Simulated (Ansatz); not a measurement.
`BBC(=N)O`, charge 0, multiplicity 1.

Task: Give a relaxed structure at PBE0-D4/def2-TZVP (Ansatz 0.2.0). (Estimate.)

Result: The calculation gave: 
Cartesian coordinates in Å:
```
B 1.1198 -1.6000 0.0733
B -0.0467 -0.6244 0.6813
C -0.5084 0.7120 -0.0074
N -1.6761 0.7217 -0.4896
O 0.4301 1.6843 -0.0841
H 2.2578 -1.5063 0.4412
H 0.8844 -2.4595 -0.7276
H -0.6210 -0.9336 1.6875
H -1.8945 1.5451 -1.0538
H 0.0546 2.4607 -0.5209
```
This is one stationary point; other conformers may exist.
